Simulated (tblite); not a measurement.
Species: C₅H₁₂GeO₂Si.
Geometry (GFN2-xTB, Å), atoms numbered from 1 in this order:
```
atom  x, y, z in Å
C1    -3.0756   -0.4880    0.2268
C2    -1.6208   -0.6212   -0.2150
C3    -1.4865   -1.5097   -1.4482
O4    -1.1225    0.6507   -0.5314
Si5   -0.1330    1.6159    0.2879
O6    -0.1587    2.9320   -0.6575
C7     1.5835    0.8978    0.4205
C8     2.6907    0.4140    0.5023
Ge9    4.4295   -0.3178    0.6269
H10   -3.1379    0.1445    1.1088
H11   -3.4930   -1.4639    0.4586
H12   -3.6561   -0.0296   -0.5697
H13   -1.0326   -1.0547    0.6068
H14   -1.8903   -2.4980   -1.2458
H15   -2.0263   -1.0632   -2.2795
H16   -0.4389   -1.6019   -1.7233
H17   -0.5900    1.9153    1.6473
H18    0.4843    3.6209   -0.5324
H19    4.8845   -0.2753    2.0481
H20    4.4158   -1.7319    0.1505
H21    5.3652    0.4812   -0.2174
```

All values are computed: GFN2-xTB (tblite) harmonic vibrations without scaling, gas phase. Errors from tens to a few hundred cm⁻¹ against measured bands are possible. Modes of hydrogen on germanium and silicon can be 10 to 20 % off. One conformer, not necessarily the lowest. The optimisation stopped once no atom felt more than 0.01 eV/Å.

Lowest wavenumbers of the output (negative numbers stand for imaginary wavenumbers):
```
mode    cm-1
  1     -23.3
  2     -18.7
  3      20.7
  4      67.0
  5      77.9
  6     116.2
  7     172.5
  8     180.3
  9     183.8
 10     201.6
 11     221.4
 12     257.2
 13     280.3
 14     318.9
 15     353.8
```

Question: Is this structure a minimum?

Answer: Not by this Hessian. 1 mode is imaginary beyond 20i (23i cm⁻¹), and 1 more slightly so (18.7i). The curvature is small, so loose convergence or finite differences may be the whole cause.

Question: Which atoms move in the imaginary modes?

Answer: 23i: H21 (Ge–H hydrogen) 33 %, H19 (Ge–H hydrogen) 33 %, H20 (Ge–H hydrogen) 33 %; 19i: C3 (methyl carbon) 34 %, C1 (methyl carbon) 24 %. These are shares of the mass-weighted motion.

Question: What is the remedy?

Answer: Step along such a mode in both directions, optimise again with tighter thresholds and repeat the frequencies. The zero-point energy of this point (94.6 kcal/mol) counts the 55 real modes alone, and thermal corrections from it aren't those of a minimum.
